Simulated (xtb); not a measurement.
C3H5ClOSi, SMILES C=C=C(Cl)[SiH2]O. All values are semi-empirical tight-binding results from xtb (GFN2-xTB unless named), good for trends rather than for accurate numbers. The structure is a stationary point at GFN2-xTB. The structure was generated by enumeration, and PubChem lists no compound with its InChIKey, so it may never have been made. Other conformers were not sampled.

Computed properties:
The orbital gap is 4.40 eV and the dipole moment is 2.52 D. The zero-point energy comes out as 41.2 kcal/mol and the G − E(el) at 298.15 K (modified RRHO) is 20.1 kcal/mol. The static polarisability (D4 model) is 80.6 bohr³ and the solvation energy, GFN2-xTB/ALPB(water) is -5.2 kcal/mol. The solvation energy, GFN2-xTB/ALPB(thf) comes out as -9.2 kcal/mol.
